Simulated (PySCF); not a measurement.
Chain-length series, n-germane silyl/silyl (end groups after the name). Gas-phase values, no solvent. One relaxed conformer stands for each flexible species; it need not be the lowest. Strings in code marks are SMILES.

Method: PBE-D3(BJ)/def2-TZVP // r2SCAN-D4/def2-SVP run with PySCF. Delta-SCF ions had no search for a lower state. Excitations are Tamm–Dancoff values on a coarser integration grid. The basis has no diffuse functions, so Rydberg states are missing or too high.

| species | S1 excitation (TDA) (eV) | LUMO (eV) | vertical ionisation energy (Delta-SCF) (eV) | T1 excitation (TDA) (eV) |
|---|---|---|---|---|
| n = 1 (`[SiH3][GeH2][SiH3]`) | ___ | -0.92 | 9.56 | 5.58 |
| n = 3 (`[GeH2]([GeH2][SiH3])[GeH2][SiH3]` (Si–Ge–Ge–Ge torsion 175°, Ge–Ge–Ge–Si torsion 178°)) | 5.61 | ___ | 8.56 | 4.68 |
| n = 5 (`[SiH3][GeH2][GeH2][GeH2][GeH2][GeH2][SiH3]`) | 4.98 | -1.75 | 8.01 | 4.22 |
| n = 6 (`[SiH3][GeH2][GeH2][GeH2][GeH2][GeH2][GeH2][SiH3]`) | 4.75 | -1.85 | ___ | ___ |

What belongs in the gaps?


- n = 1 (`[SiH3][GeH2][SiH3]`), S1 excitation (TDA) (eV): 6.50
- n = 3 (`[GeH2]([GeH2][SiH3])[GeH2][SiH3]` (Si–Ge–Ge–Ge torsion 175°, Ge–Ge–Ge–Si torsion 178°)), LUMO (eV): -1.47
- n = 6 (`[SiH3][GeH2][GeH2][GeH2][GeH2][GeH2][GeH2][SiH3]`), vertical ionisation energy (Delta-SCF) (eV): 7.81
- n = 6 (`[SiH3][GeH2][GeH2][GeH2][GeH2][GeH2][GeH2][SiH3]`), T1 excitation (TDA) (eV): 4.07
